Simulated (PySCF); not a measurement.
Mg(NH2)(SeH) (H3MgNSe), SMILES [NH2][Mg][SeH].

Geometry: B3LYP-D3(BJ)/def2-TZVP. The values are those of a single conformer.

The numbers are results of IEF-PCM-PBE0/def2-SVP (PySCF), not measurements.

The values are the electrostatic part of the solvation free energy, E(continuum) − E(gas) at the gas-phase geometry, in a cavity of scaled van der Waals radii (PySCF's table); cavitation and dispersion terms are not included. A continuum can't describe solvent molecules that bind to the metal. In vacuum the orbital gap is 5.31 eV. The dipole moment in vacuum is 1.89 D.

| solvent | ε | ΔG(elec) (kcal/mol) | dipole (D) | gap (eV) |
|---|---|---|---|---|
| water | 78.36 | -11.8 | 2.81 | 5.72 |
| n-hexane | 1.88 | … | … | … |
| tetrahydrofuran | 7.43 | -9.5 | 2.61 | 5.64 |

Problem. Complete the blanks. (Estimate from the structure and the level; the computed values follow.)

Solution. 
- n-hexane, ΔG(elec) (kcal/mol): -4.0
- n-hexane, dipole (D): 2.19
- n-hexane, gap (eV): 5.45
